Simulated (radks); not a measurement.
Spin polarisation of the 4f12 shell in the erbium ion Er+. Start: [Xe] 4f(up 6, down 6) 6s(up 0.5, down 0.5); electrons of 4f are moved from spin down to spin up, other shells keep equal spins. Calculated with a radial shooting solver on a logarithmic mesh with Libxc functionals: non-relativistic Kohn-Sham, PBE, spin-polarised, spherical densities, point nucleus.

moment (Bohr magnetons)  E - E(0) (eV)  e(4f up) (eV)  e(4f down) (eV)  6s down minus up (eV)  5p down minus up (eV)  5s down minus up (eV)
0                                0.000        -13.641          -13.641                  0.000                  0.000                  0.000
0.5                             -0.049        -13.835          -13.440                  0.014                  0.131                  0.172
1                               -0.198        -14.023          -13.233                  0.028                  0.261                  0.344
1.5                             -0.444        -14.205          -13.020                  0.042                  0.392                  0.516
2                               -0.790        -14.381          -12.801                  0.056                  0.523                  0.688

At moment 2 the spin-polarisation energy is -0.790 eV and the 4f exchange splitting 1.580 eV, that is 0.790 eV per Bohr magneton; E = -I m^2/4 would give I = 0.790 eV.
